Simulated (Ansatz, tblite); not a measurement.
Cost and result up the ladder for Cu(NH3)(SiH3) (CuSiNH₆) (9 atoms). Total charge 0; singlet. Geometry: PBE0-D4/def2-TZVP.

Cartesian coordinates in Å:
```
Cu 0.0595 0.1890 -0.0253
N 0.6595 2.0878 -0.2755
H 0.9340 2.5081 0.6066
H -0.0799 2.6605 -0.6696
H 1.4562 2.1444 -0.9017
Si -0.6175 -1.9546 0.2578
H -1.1582 -2.6073 -0.9805
H -1.7121 -2.1350 1.2683
H 0.4585 -2.8929 0.7199
```

Ansatz on 4 threads of Intel Xeon on a shared host; xTB runs through tblite on one thread. Times are rough, summed over both states, and most runs start from the orbitals of an earlier one. PBE0-D4/def2-TZVP serves as the yardstick here, not as an exact answer. The other state is a doublet.

The xTB rows come from tblite.

Raw xTB energies of ions are shifted by several eV.

```json
{"level": "GFN2-xTB", "functions": "28", "wall time": "0.008 s", "vertical IE (eV)": "11.36", "difference from PBE0-D4/def2-TZVP (eV)": "3.41"}
{"level": "GFN1-xTB", "functions": "34", "wall time": "0.01 s", "vertical IE (eV)": "13.16", "difference from PBE0-D4/def2-TZVP (eV)": "5.21"}
{"level": "PBE-D4/def2-TZVP", "functions": "149", "wall time": "2.6 s", "vertical IE (eV)": "8.02", "difference from PBE0-D4/def2-TZVP (eV)": "0.08"}
{"level": "PBE0-D4/def2-TZVP", "functions": "149", "wall time": "3.9 s", "vertical IE (eV)": "7.94", "difference from PBE0-D4/def2-TZVP (eV)": "0.00"}
{"level": "r2SCAN-D4/def2-TZVP", "functions": "149", "wall time": "5 s", "vertical IE (eV)": "7.95", "difference from PBE0-D4/def2-TZVP (eV)": "0.01"}
```
